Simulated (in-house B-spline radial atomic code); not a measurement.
# RPA and G0W0 on LDA exchange-only: Pb⁴⁺

Configuration [Xe] 4f14 5d10, mean-field start LDA exchange-only. Computed with a B-spline radial code for spherical atoms: all electrons, scalar-relativistic (spin-free one-electron X2C), finite nucleus, each spin shell either full or empty, empty states to l = 9 with an (l + 1/2)⁻⁴ tail; G0W0 by contour deformation at full frequency.

Without the two-electron picture change, the correlation of inner shells comes somewhat too large for so heavy an element.

Command:
```bash
python run_gw.py task.json out
```
Settings (radii: box in bohr, nucleus in fm):
```
Z                        82
electrons                78
configuration            [Xe] 4f14 5d10
hamiltonian              x2c
method                   lda,
lmax                     9
rms_radius               5.5012
spin_polarised           False
box_radius               11.96
intervals                67
```

Run time, properties included: 8.2 s on 1 thread of Arm Neoverse N1 (shared host).

Energies (hartree):

| term | value |
| --- | --- |
| mean-field total | -20861.69283 |
| Hartree-Fock functional on these orbitals | -20876.74360 |
| direct second order | -8.0422 |
| second-order exchange | 1.9866 |
| SOSEX correction | 1.8769 |

Q: What is the RPA correlation energy, and what remains with SOSEX?

A: RPA gives -7.0953 hartree (-2.48 eV per electron); RPA + SOSEX gives -5.2184, and the second-order doubles -6.0557 hartree (no singles). RPA lacks exchange-type terms and so overcorrelates at short range.

Quasi-particle levels (eV):

```json
{"level": "5d", "occupied": "yes", "mean field": "-60.11", "Σx - vxc": "-10.30", "Σc": "?", "QP weight": "?", "G0W0": "?"}
{"level": "6s", "occupied": "no", "mean field": "-47.02", "Σx - vxc": "6.52", "Σc": "-2.53", "QP weight": "0.966", "G0W0": "-43.03"}
```

G0W0 = mean field + (Σx - vxc) + Σc, with Σc (partial-wave tail included) taken at the quasi-particle energy. Only the outer levels were computed. Levels of low weight are left out.

Q: Where does G0W0 put 5d?

A: At -70.30 eV, with Σc = 0.10 eV and a quasi-particle weight of 0.901. The tabulated removal energy is 68.8 ± 0.5 eV (NIST, semi-empirical); the calculation leaves out spin-orbit coupling, Breit and QED terms, and what these don't explain is the method's own error.
